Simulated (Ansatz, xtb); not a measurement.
## Relative energy of two structures of F3GaH5NSi

Structure a is a singlet given by its coordinates and structure b is `[NH3+][Ga@H-]([F])[SiH](F)F`, a singlet. Both are isolated molecules in the gas phase, relaxed with PBE0-D4/def2-SVP; the shapes shown needn't be the lowest conformers.

a (Å):

```xyz
11

F     3.1747    0.3908    0.1015
F     0.1148    2.4654    0.6076
F    -1.2706    0.9808    2.7004
Ga   -1.0521    1.0564    0.9554
N     0.6776    0.0374    0.7536
Si    1.8745    1.3831    0.3094
H     1.6747    1.8690   -1.0714
H     2.3063    2.1868    1.4688
H     0.9299   -0.3726    1.6579
H     0.7323   -0.7262    0.0763
H    -2.2045    0.8489   -0.0549
```

Close contacts (Å): F1–Si6 1.65, F2–Ga4 1.86, F2–Si6 2.09, F3–Ga4 1.76, Ga4–N5 2.02, Ga4–Si6 3.01, N5–Si6 1.85, Ga4–H11 1.55, N5–H9 1.02, N5–H10 1.02, Si6–H7 1.48, Si6–H8 1.48.

b (Å):

```tsv
atom	x (Å)	y (Å)	z (Å)
F	-1.7305	0.6698	-0.9115
F	1.1650	-3.1011	-1.8151
F	-0.4892	-3.0255	0.1814
Ga	-0.1023	-0.0774	-0.9484
N	-0.1171	-0.2849	1.1582
Si	-0.2519	-2.4483	-1.3493
H	-0.9748	0.2007	1.4295
H	0.6621	0.1088	1.6841
H	-0.2200	-1.2751	1.3971
H	1.0553	0.9218	-1.2954
H	-1.3065	-3.0883	-2.1873
```

**Question.** Estimate E(b) − E(a) at the level CCSD(T)/def2-SVP + ΔMP2/def2-TZVPP.

**Answer.** CCSD(T)/def2-SVP + ΔMP2/def2-TZVPP gives E(b) − E(a) = +1.99 kcal/mol, slightly favouring structure a, which is too small a margin to settle the true order.

How the difference moves with the method:

| level | geometry | E(b) − E(a) (kcal/mol) | departure from the last row (kcal/mol) | job, with rough time for the two |
| --- | --- | --- | --- | --- |
| PBE0-D4/def2-SVP | PBE0-D4/def2-SVP | +1.77 | −0.22 | optimisation, 3.1 min |
| HF/def2-SVP | PBE0-D4/def2-SVP | +4.65 | +2.66 | part of the CCSD(T) run |
| MP2/def2-SVP | PBE0-D4/def2-SVP | +6.81 | +4.82 | part of the CCSD(T) run |
| CCSD(T)/def2-SVP | PBE0-D4/def2-SVP | +5.59 | +3.60 | single point |
| CCSD(T)/def2-SVP + ΔMP2/def2-TZVPP | PBE0-D4/def2-SVP | +1.99 |  | single point, 3 min |

The largest departure from CCSD(T)/def2-SVP + ΔMP2/def2-TZVPP is that of MP2/def2-SVP, 4.82 kcal/mol. Levels run at GFN2-xTB geometries aren't shown. The last row adds to CCSD(T) the change of the MP2 difference between the two basis sets, here −3.60 kcal/mol, a large step that makes the value less sure.

With thermal terms from frequencies at re-optimised GFN2-xTB minima (ideal gas, soft modes damped towards free rotors, one conformer each, 298.15 K, 1 atm): the zero-point term adds +0.88 kcal/mol; ΔH is +3.43 and ΔG +2.15 kcal/mol.

The correlated steps freeze 18 core orbitals; the filled d shell of Ga is correlated, in a basis made for valence electrons. Mirror images aren't counted in ΔG. Codes used: Ansatz 0.2.0, xtb 6.7.1; the last row on 2 threads of Arm Neoverse N1 on a shared host.
